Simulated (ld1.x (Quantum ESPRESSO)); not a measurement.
**Varying the TM semilocal potential for Sc (Z = 21)**

Base potential:

Sc, norm-conserving Troullier–Martins (semilocal form), made with ld1.x (Quantum ESPRESSO) 7.5 (BLYP, scalar-relativistic). Core [Ne], reference 3s2 3p6 3d1 4s2 4p0. Waves: 3s (bound): rc 1.35 bohr; 3p (bound): rc 1.10 bohr; 3d (bound): rc 1.95 bohr; 4f channel at 0.2 Ry: rc 1.45 bohr. Local part: the f channel. Core correction: none.

Occupied shells without a wave of their own: 4s. They enter only through the test configuration that unscreens the potential.

All-electron outer shells of the reference configuration (BLYP, scalar-relativistic, ld1.x):

| shell | level (eV) | outermost node (bohr) | outermost maximum (bohr) |
| --- | --- | --- | --- |
| 2s | -474.22 | 0.10 | 0.28 |
| 2p | -388.35 | – | 0.23 |
| 3s | -54.73 | 0.42 | 0.92 |
| 3p | -33.38 | 0.39 | 0.97 |
| 4s | -4.04 | 1.33 | 3.06 |
| 3d | -3.11 | – | 1.10 |
| 4p | -1.32 | 1.49 | 4.08 |

Cutoffs, loose and tight: the cutoffs (Ry, on a coarse ladder) from which the occupation-weighted sum of valence levels, in a spherical-Bessel basis at the reference potential, stays within 10 and 1 mRy of its value at 400 Ry. They do not see the model core or the augmentation charge, which bear on the density cutoff. Test errors are all-electron minus pseudo excitation energies from the reference, over the configurations 3s2 3p6 3d1 4s1 4p0; 3s2 3p6 3d1 4s0 4p0; 3s2 3p6 3d0 4s0 4p0; 3s2 3p6 3d0 4s2 4p0; 3s1 3p6 3d1 4s2 4p0; 3s2 3p6 3d2 4s1 4p0; 3s2 3p6 3d2 4s0 4p0. A dash means not determined; rows that change the core or the reference have their own tests.

A semilocal file is local in each channel, so a ghost entry of none says nothing of the separable form that plane-wave codes build from it.

```tsv
change	outcome	cutoff, loose	cutoff, tight	bound ghosts	largest test error (meV)
base	generated	80 Ry	140 Ry	none	-772
wave 3d (bound): rc 1.95 bohr becomes 3d (bound): rc 1.34 bohr	generated	90 Ry	140 Ry	none	-829
wave 3d (bound): rc 1.95 bohr becomes 3d (bound): rc 1.56 bohr	generated	80 Ry	140 Ry	none	-815
wave 3d (bound): rc 1.95 bohr becomes 3d (bound): rc 1.84 bohr	generated	80 Ry	140 Ry	none	-787
wave 3d (bound): rc 1.95 bohr becomes 3d (bound): rc 2.04 bohr	generated	80 Ry	140 Ry	none	-754
wave 3d (bound): rc 1.95 bohr becomes 3d (bound): rc 2.38 bohr	generated	80 Ry	140 Ry	none	-673
wave 3d (bound): rc 1.95 bohr becomes 3d (bound): rc 2.56 bohr	generated	80 Ry	140 Ry	none	-612
wave 3d (bound): rc 1.95 bohr becomes 3d (bound): rc 2.86 bohr	generated	80 Ry	140 Ry	none	-544
```

Reading the sweep of the d radius (base included, trends over the rows without a ghost): The loose cutoff stays near 80 Ry. The median size of the test errors (rows with all tests solved) stays near 194.8 meV.
